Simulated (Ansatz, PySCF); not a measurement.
Breaking a bond: SMILES [CH3][GaH2]. The C1–Ga5 bond (C1 also carries H, H, H; Ga5 carries H, H) is stretched with both fragments frozen at the PBE0/def2-TZVP optimised geometry.

Levels: UHF/cc-pVTZ (Ansatz, a first-principles code); RHF/cc-pVTZ (Ansatz); UKS-PBE = unrestricted PBE/cc-pVTZ (Ansatz); RKS-PBE = restricted PBE/cc-pVTZ run with Ansatz; UKS-B3LYP = unrestricted B3LYP/cc-pVTZ (Ansatz); RKS-B3LYP = restricted B3LYP/cc-pVTZ (Ansatz); UKS-B3LYP/6-31G* = unrestricted B3LYP/6-31G*, spherical d in PySCF 2.14.0; RKS-B3LYP/6-31G* = restricted B3LYP/6-31G*, spherical d in PySCF; UKS-M06-2X/6-31G* = unrestricted M06-2X/6-31G*, spherical d (PySCF 2.14.0); RKS-M06-2X/6-31G* = restricted M06-2X/6-31G*, spherical d in PySCF 2.14.0.

Scanned distances (Å): 1.46, 1.56, 1.68, 1.76, 1.83, 1.93, 1.97, 2.01, 2.11, 2.17, 2.27, 2.45, 2.65, 3.00, 3.23, 3.53, 3.92, 4.36, 4.84, 5.28, 5.89, 6.82.

Q: Where does the unrestricted solution first break spin symmetry (<S²> of 0.01 or more)?

A: UHF: between 2.45 and 2.65 Å; UKS-PBE: between 3.23 and 3.53 Å; UKS-B3LYP: between 3.00 and 3.23 Å; UKS-B3LYP/6-31G*: between 3.00 and 3.23 Å; UKS-M06-2X/6-31G*: between 3.00 and 3.23 Å.

| R / Å | <S²> UHF | E(RHF) − E(UHF) / kcal/mol | <S²> UKS-PBE | E(RKS-PBE) − E(UKS-PBE) / kcal/mol | <S²> UKS-B3LYP | E(RKS-B3LYP) − E(UKS-B3LYP) / kcal/mol | <S²> UKS-B3LYP/6-31G* | E(RKS-B3LYP/6-31G*) − E(UKS-B3LYP/6-31G*) / kcal/mol | <S²> UKS-M06-2X/6-31G* | E(RKS-M06-2X/6-31G*) − E(UKS-M06-2X/6-31G*) / kcal/mol |
|---|---|---|---|---|---|---|---|---|---|---|
| 1.46 | 0.00 | 0.0 | 0.00 | 0.0 | 0.00 | 0.0 | 0.00 | 0.0 | 0.00 | 0.0 |
| 1.56 | 0.00 | 0.0 | 0.00 | 0.0 | 0.00 | 0.0 | 0.00 | 0.0 | 0.00 | 0.0 |
| 1.68 | 0.00 | 0.0 | 0.00 | 0.0 | 0.00 | 0.0 | 0.00 | 0.0 | 0.00 | 0.0 |
| 1.76 | 0.00 | 0.0 | 0.00 | 0.0 | 0.00 | 0.0 | 0.00 | 0.0 | 0.00 | 0.0 |
| 1.83 | 0.00 | 0.0 | 0.00 | 0.0 | 0.00 | 0.0 | 0.00 | 0.0 | 0.00 | 0.0 |
| 1.93 | 0.00 | 0.0 | 0.00 | 0.0 | 0.00 | 0.0 | 0.00 | 0.0 | 0.00 | 0.0 |
| 1.97 | 0.00 | 0.0 | 0.00 | 0.0 | 0.00 | 0.0 | 0.00 | 0.0 | 0.00 | 0.0 |
| 2.01 | 0.00 | 0.0 | 0.00 | 0.0 | 0.00 | 0.0 | 0.00 | 0.0 | 0.00 | 0.0 |
| 2.11 | 0.00 | 0.0 | 0.00 | 0.0 | 0.00 | 0.0 | 0.00 | 0.0 | 0.00 | 0.0 |
| 2.17 | 0.00 | 0.0 | 0.00 | 0.0 | 0.00 | 0.0 | 0.00 | 0.0 | 0.00 | 0.0 |
| 2.27 | 0.00 | 0.0 | 0.00 | 0.0 | 0.00 | 0.0 | 0.00 | 0.0 | 0.00 | 0.0 |
| 2.45 | 0.00 | 0.0 | 0.00 | 0.0 | 0.00 | 0.0 | 0.00 | 0.0 | 0.00 | 0.0 |
| 2.65 | 0.04 | 0.0 | 0.00 | 0.0 | 0.00 | 0.0 | 0.00 | 0.0 | 0.00 | 0.0 |
| 3.00 | 0.60 | 9.1 | 0.00 | 0.0 | 0.00 | 0.0 | 0.00 | 0.0 | 0.00 | 0.0 |
| 3.23 | 0.78 | 19.1 | 0.00 | 0.0 | 0.14 | 0.2 | 0.18 | 0.3 | 0.18 | 0.1 |
| 3.53 | 0.90 | 32.9 | 0.25 | 0.4 | 0.55 | 3.5 | 0.58 | 4.1 | 0.79 | 8.3 |
| 3.92 | 0.97 | 49.4 | 0.68 | 4.2 | 0.81 | 10.3 | 0.83 | 11.3 | 0.91 | 20.2 |
| 4.36 | 1.00 | 64.9 | 0.87 | 9.5 | 0.93 | 17.7 | 0.94 | 19.2 | 0.97 | 31.3 |
| 4.84 | 1.01 | 78.3 | 0.95 | 14.1 | 0.98 | 23.9 | 0.98 | 25.9 | 0.99 | 40.4 |
| 5.28 | 1.01 | 87.9 | 0.98 | 17.1 | 1.00 | 28.0 | 1.00 | 30.3 | 1.00 | 46.3 |
| 5.89 | 1.01 | 97.9 | 1.00 | 19.6 | 1.00 | 31.8 | 1.00 | 34.2 | 1.00 | 52.3 |
| 6.82 | 1.01 | 107.5 | 1.00 | 21.5 | 1.00 | 34.9 | 1.00 | 37.3 | 1.01 | 57.8 |
